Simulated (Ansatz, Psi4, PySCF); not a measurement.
Molecule: H4BN2O, charge 0, multiplicity 2. SMILES: NB(N)[O]
Geometry from a B3LYP-D3(BJ)/def2-TZVP (Ansatz, an electronic-structure program) optimisation:
```xyz
8

N     -1.2156    -0.4172    -0.5487
B     -0.0025     0.0541     0.0395
N      1.2616    -0.5746    -0.1760
O     -0.0536     1.1567     0.8452
H     -2.0733     0.0930    -0.4217
H     -1.3578    -1.3981    -0.7229
H      2.0805    -0.2480     0.3085
H      1.4703    -1.0280    -1.0499
```
Charge 0, spin multiplicity 2.

Wanted: size of the dipole moment, in D. Terms: dispersion terms only where a functional's name holds one; six Cartesian d functions in 6-31G* and its kin unless marked 5d; LANL2DZ all-electron up to Ne; non-relativistic; open shells spin-unrestricted; no spin-orbit coupling. Ab initio and DFT rows: single points at B3LYP-D3(BJ) geometries (Ansatz).

```csv
level,program,size of the dipole moment (D)
PBE/STO-3G,Ansatz,1.50
PBE/LANL2DZ,Ansatz,3.14
PBE/def2-SVP,Ansatz,2.82
BP86/6-31G* (5d),PySCF,2.77
B3LYP/6-31G**,Ansatz,2.35
wB97X-D/6-31G*,Psi4,5.50
```

No value to compare with is used here. The 6 habitual levels span 1.50 (PBE/STO-3G) to 5.50 D (wB97X-D/6-31G*).

The levels are drawn from those run, B3LYP/6-31G* more often than the rest, none by its result; left out are runs that failed, that the program found above a lower state of the same kind, or whose <S^2> lies over 0.5 above the pure value.
